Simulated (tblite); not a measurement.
Torsional barriers computed with GFN2-xTB (tblite), climbing-image nudged elastic band, gas phase; electronic energies of the top image counted from the start geometry. The bands met a force threshold of 0.05 eV/Å; their tops weren't refined or checked by frequencies and can lie a kcal/mol or more above the method's true saddle points. Atom numbers follow the mapped SMILES.

**Question.** Rank the forward barriers of these bands, lowest first.
A. `[CH3:1][CH2:2][C@@H:3]([CH3:4])[C@@H:5]([CH3:6])[F:7]`: C4–C3–C5–C6 from 180° to -74°
B. `[CH2:1]=[CH:2][CH2:3][C:4](=[C:5]=[O:6])[C:7]([F:8])([F:9])[F:10]`: C3–C4–C7–F10 from -40° to 80°
C. `[O:1]=[C:2]([C:3]1=[CH:4][CH2:5][CH2:6]1)[C:7]([F:8])([F:9])[F:10]`: C6–C3–C2–C7 from 179° to -1°
D. `[CH3:1][CH:2]([CH3:3])[CH2:4][CH2:5][CH2:6][F:7]`: C1–C2–C4–C5 from -64° to 62°
E. `[CH3:1][CH2:2][CH2:3][CH2:4][C@H:5]([CH3:6])[F:7]`: C3–C4–C5–C6 from -178° to -68°

**Answer.** B (1.2 kcal/mol), E (1.7 kcal/mol), A (3.1 kcal/mol), D (4.3 kcal/mol), C (6.4 kcal/mol).

```csv
SMILES,ends of the turned bond,barrier (kcal/mol),end above start (kcal/mol),dihedral at top (°),bond at start (Å),bond at top (Å),Eyring rate at 298 K (s⁻¹)
C=CCC(=C=O)C(F)(F)F,outer carbon of cumulated double bonds / CF3 carbon,1.2,0.0,21,1.494,1.496,8 × 10^11
CCCC[C@H](C)F,chain CH2 carbon / sp3 C–F carbon,1.7,0.2,-123,1.526,1.533,3 × 10^11
CC[C@@H](C)[C@@H](C)F,sp3 CH carbon / sp3 C–F carbon,3.1,0.9,-126,1.534,1.547,3 × 10^10
CC(C)CCCF,sp3 CH carbon / chain CH2 carbon,4.3,0.6,1,1.532,1.551,4 × 10^9
O=C(C1=CCC1)C(F)(F)F,fully substituted alkene carbon / ketone carbonyl carbon,6.4,0.1,-91,1.441,1.465,1 × 10^8
```

Rates take the electronic barrier for the free energy of activation. GFN2-xTB barriers can miss by several kcal/mol, and conformer orders can be wrong, so the ranking may change at better levels.
